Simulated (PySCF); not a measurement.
## BH2ClO2

The system: BH2ClO2, a small molecule; neutral, singlet. The structure, one conformer, was relaxed in the gas phase by PBE0-D3(BJ)/def2-SVP. No frequency run checks that it is a minimum.

SMILES: OB(O)Cl

```tsv
atom	x (Å)	y (Å)	z (Å)
O1	1.185	0.610	0.088
B2	-0.138	0.401	-0.053
O3	-0.656	-0.851	-0.042
Cl4	-1.191	1.818	-0.253
H5	1.665	-0.219	0.190
H6	-1.611	-0.865	-0.151
```

Shieldings: GIAO PBE0/pcSseg-2. Shifts are against computed references at the same level: H TMS (σ 31.24 ppm). Core levels by delta-SCF with SCAN, pcX-2 on the ionised atom and pcseg-1 elsewhere, spin-free X2C (2p3/2 is the spin-free 2p value less a third of a first-order spin-orbit splitting); from the vacuum level, for chosen atoms.

(1) Give the shieldings and core levels atom by atom.

(2) By CAM-B3LYP/def2-SVPD (TDDFT singlets, Tamm-Dancoff triplets, ionisation by delta-SCF), where does absorption start, and what does vertical ionisation take?

Answers

(1) 
```
atoms   bonded to  σ (ppm)  δ (ppm)  core level (eV)
   O1   1 B + 1 H    218.5        -        1s 539.83
   B2  1 Cl + 2 O     73.5        -        1s 199.07
   O3   1 B + 1 H    199.8        -        1s 539.95
  Cl4         1 B    886.2        -     2p3/2 206.41
   H5         1 O    27.45     3.80                -
   H6         1 O    27.30     3.94                -
```

Values are those of this one static structure; atoms that internal rotation interchanges would show their mean in an NMR spectrum.

(2) The lowest singlet lies at 8.07 eV (f 0.049), the strongest of the first 6 at 9.08 eV (f 0.073), the lowest triplet at 7.88 eV; vertical ionisation takes 12.07 eV.

The 3 runs behind this took 79 s in all, one thread each of Arm Neoverse N1 on a shared host, launched as `OMP_NUM_THREADS=1 python cluster_run.py task.json out`.
